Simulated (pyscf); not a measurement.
# HO–CH₂–GeH₃, singlet

Gas-phase minimum from PySCF at ωB97X-D3(BJ)/def2-SVP, one conformer. 

```
C
H 1 1.1080
H 1 1.1080 2 107.06
O 1 1.4150 2 112.47 3 -124.02
H 4 0.9634 1 108.63 2 60.39
Ge 1 1.9620 2 108.93 3 117.65
H 6 1.5357 1 109.66 2 -178.30
H 6 1.5357 7 109.47 1 120.35
H 6 1.5405 7 109.31 8 119.69
```

Properties at ωB97X-D3(BJ)/def2-SVP:

```yaml
harmonic_wavenumbers_unscaled: 139, 231, 268, 503, 531, 668, 853, 858, 908, 909, 1119, 1195, 1241, 1377, 1497, 2174, 2195, 2197, 3019, 3069, 3881 cm⁻¹
zero_point_energy: 41.2 kcal/mol
rotational_symmetry_number: 1
Entropy of this conformer at 298 K and 1 atm, rigid rotor and harmonic oscillator, modes under 100 cm⁻¹ raised to 100: 305.3 J/(mol K)
dipole_moment: 1.94 D
```

Single-point totals, which compare only within one level (frozen core for MP2 and CC):

| level | total energy (hartree) |
|---|---|
| ωB97X-D3(BJ)/def2-TZVP | -2193.96042 |
| PBE/def2-TZVP | -2193.50222 |
| r²SCAN/def2-TZVP | -2193.88710 |
| B3LYP-D3(BJ)/def2-TZVP | -2194.02483 |
| PBE0-D3(BJ)/def2-TZVP | -2193.57140 |
| M06-2X/def2-TZVP | -2193.90577 |
| ωB97M-D3(BJ)/def2-TZVP | -2194.00553 |
| HF/def2-TZVPP | -2191.61249 |
| MP2/def2-TZVPP | -2192.29864 |
| CCSD/def2-TZVPP | -2192.32601 |
| CCSD(T)/def2-TZVPP | -2192.35090 |

Soft torsions are taken as harmonic, which can shift the entropy by several J/(mol K). The CCSD(T) − MP2 part came from Ansatz, without density fitting, on the same reference. The frozen core leaves the outer d or s,p core shells of the metals and heavy elements correlated in the MP2 and CC values, and def2-TZVPP describes them poorly, so these totals are far from the basis limit. Elements up to Kr have no core potential and no relativistic terms here.
